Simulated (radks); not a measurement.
Values are calculated unless marked as measured or tabulated.
Q: The mean radii <r> (bohr) of the occupied orbitals of an atom or ion are listed with their occupations. Level of theory: scalar-relativistic Kohn-Sham, LB94 model potential, spin-polarised, spherical densities, finite nucleus; Fermi nuclear charge, rms radius of each element as measured or else 0.836 A^(1/3) + 0.57 fm (a radial shooting solver on a logarithmic mesh with Libxc functionals).

orbital  occ.      <r>
1s          2  0.02454
2s          2   0.1049
2p          6  0.09204
3s          2   0.2763
3p          6   0.2736
3d         10   0.2493
4s          2   0.5896
4p          6   0.6088

Name the element and its charge. Open shells, if any, are filled with parallel spins first.

A: Z = 58, cerium, charge +22: Ce22+ in [Kr]. The 1s radius gives Z: for a bare nucleus <r> = (2 gamma + 1)/(2Z) with gamma = sqrt(1 - (Z/c)^2), 0.02424 bohr for Z = 58, and screening makes it slightly larger (0.02454 here). The occupations add up to 36, and the charge is Z minus that.
